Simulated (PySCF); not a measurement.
Isomers of C3H4Si. All species are isolated molecules in the gas phase. Strings in code marks are SMILES.

The HOMO from two functionals at the same geometries (B3LYP-D3(BJ)/def2-TZVP), both in PySCF: PBE-D3(BJ)/def2-TZVP and B3LYP-D3(BJ)/def2-TZVP. B3LYP has the VWN-RPA correlation part, as in Gaussian. 

```csv
species,PBE-D3(BJ)/def2-TZVP (eV)
`[SiH2]=C=C=C`,-5.28
`[SiH2]=C1C=C1`,-4.53
`C=[si]1cc1`,-5.02
`C#C[SiH]=C`,-5.57
`[SiH2]=CC#C`,-5.35
```

Q: What does B3LYP-D3(BJ)/def2-TZVP give for each?

A: 
- `[SiH2]=C=C=C`: -5.89
- `[SiH2]=C1C=C1`: -5.14
- `C=[si]1cc1`: -5.81
- `C#C[SiH]=C`: -6.28
- `[SiH2]=CC#C`: -6.01
Over these rows, drawn at random from the members with no instability flagged (it was tested for open shells, ions and some series alone), PBE minus B3LYP-D3(BJ): mean +0.68 eV, from +0.61 eV to +0.80 eV.
